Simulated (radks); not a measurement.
Spherical quantum dot in the effective-mass picture: electrons in a parabolic well V = omega^2 r^2 / 2 with omega = 0.182, all in effective atomic units (hartree* = m*/eps^2 hartree, bohr* = eps/m* bohr), one dielectric constant everywhere. Calculated with a radial shooting solver with Libxc functionals: non-relativistic Kohn-Sham, LDA (Slater exchange, Perdew-Wang correlation), spin-polarised, spherical densities. Levels are named by radial order and angular momentum (1s, 1p, 1d, 2s, ...), and open shells are averaged over m. Results are scaled to m* = 0.259 and eps = 13.1, for which hartree* = 41.07 meV and bohr* = 2.677 nm.

N = 3, configuration 1s2 1p(up 1, down 0). This is the lowest configuration that the search found. Occupied and some empty levels:

level,occupation,eigenvalue (meV),<r> (nm)
1s up,1,35.372,8.817
1s down,1,36.133,8.769
1p up,1,40.266,10.89
1p down,0,41.074,10.95
1d up,0,45.929,12.52
1d down,0,46.678,12.62
2s up,0,47.436,11.26
2s down,0,47.934,11.34
1f up,0,52.081,13.93
1f down,0,52.730,14.05

Energy (meV): total 71.0200, kinetic 14.745, external 29.207, Hartree 46.665, exchange-correlation -19.597.

Electron density:

r (nm),n(r) (e/nm^3)
0.405,0.0006225
1.42,0.0006182
2.44,0.0006084
3.46,0.0005914
4.48,0.0005651
5.49,0.0005278
6.51,0.0004792
7.53,0.0004203
8.55,0.0003539
9.57,0.0002848
10.6,0.0002180
11.6,0.0001582
12.6,0.0001084
13.6,0.00007009
14.7,0.00004272
15.7,0.00002453
16.7,0.00001324
17.7,6.745e-06
18.7,3.237e-06
19.7,1.464e-06
